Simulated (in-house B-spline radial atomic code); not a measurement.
Radial electron density of Mn VI (Mn5+), [Ar] 3d2. Computed with an all-electron radial atomic-structure program (B-spline basis): non-relativistic TPSSh, spin-polarised, spherical fractional occupations, exact exchange averaged over the configuration, point nucleus.

Columns: r (bohr), 4πr²n(r) (electrons per bohr), bar.

```
 0.00275   0.8757 #
 0.00327    1.206 ##
  0.0039    1.663 ##
 0.00466    2.286 ###
 0.00555    3.101 ####
 0.00662    4.182 ######
  0.0079    5.588 #######
 0.00942    7.364 ##########
  0.0112    9.527 #############
  0.0134    12.22 ################
   0.016    15.31 ####################
  0.0191    18.72 #########################
  0.0227    22.13 #############################
  0.0271    25.42 ##################################
  0.0323    28.05 #####################################
  0.0386    29.63 #######################################
   0.046    29.81 ########################################
  0.0548    28.61 ######################################
  0.0654    26.44 ###################################
   0.078    24.25 ################################
   0.093    23.19 ###############################
   0.111    24.17 ################################
   0.132    27.09 ####################################
   0.158    30.88 #########################################
   0.188     33.1 ############################################
   0.224    31.95 ##########################################
   0.268    26.84 ####################################
   0.319    19.78 ##########################
   0.381     13.6 ##################
   0.454    10.93 ###############
   0.542     11.7 ################
   0.646     13.5 ##################
    0.77    13.61 ##################
   0.919    11.17 ###############
     1.1    7.258 ##########
    1.31     3.75 #####
    1.56    1.506 ##
    1.86   0.4638 #
    2.22   0.1078 
    2.64  0.01911 
    3.15 0.002348
```

On this grid the curve has 3 maxima, near 0.046, 0.188, 0.77 bohr.

The 3d up radial function P(r) = rR(r), positive near the nucleus:

| r (bohr) | P |
| --- | --- |
| 0.0227 | 0.001524 |
| 0.0323 | 0.004071 |
| 0.046 | 0.01058 |
| 0.0654 | 0.02629 |
| 0.093 | 0.06196 |
| 0.132 | 0.1357 |
| 0.188 | 0.2729 |
| 0.268 | 0.4892 |
| 0.381 | 0.7586 |
| 0.542 | 0.9915 |
| 0.77 | 1.04 |
| 1.1 | 0.8291 |
| 1.56 | 0.4713 |
| 2.22 | 0.1679 |
| 3.15 | 0.03089 |
